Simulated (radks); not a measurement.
Effect of the nuclear size on the argon ion Ar+, [Ne] 3s2 3p5. Calculated with a radial shooting solver on a logarithmic mesh with Libxc functionals: Dirac Kohn-Sham, relativistic LDA (MacDonald-Vosko exchange, VWN5 correlation), spin-unpolarised, spherical densities, finite nucleus; open shells fill j = l - 1/2 first; Fermi nuclear charge, rms radius 3.4274 fm. The rms radius is varied about that value; shifts are against it.

rms radius (fm) = 2.903: total energy shift (eV) -0.00521; density at nucleus (e/bohr^3) 4309; 1s1/2 shift (meV) -2.19; 2s1/2 shift (meV) -0.165
rms radius (fm) = 3.0984: total energy shift (eV) -0.00337; density at nucleus (e/bohr^3) 4303; 1s1/2 shift (meV) -1.41; 2s1/2 shift (meV) -0.107
rms radius (fm) = 3.4274: total energy shift (eV) 0; density at nucleus (e/bohr^3) 4294; 1s1/2 shift (meV) 0.000; 2s1/2 shift (meV) 0.000
rms radius (fm) = 3.5885: total energy shift (eV) 0.00177; density at nucleus (e/bohr^3) 4290; 1s1/2 shift (meV) 0.744; 2s1/2 shift (meV) 0.056
rms radius (fm) = 3.8867: total energy shift (eV) 0.00525; density at nucleus (e/bohr^3) 4283; 1s1/2 shift (meV) 2.21; 2s1/2 shift (meV) 0.166

Slopes of the eigenvalues against <r^2> in GHz/fm^2, as finite differences over the two radii next to the reference (eigenvalue slopes, not the field-shift constants of lines): 1s1/2 159, 2s1/2 12.0.
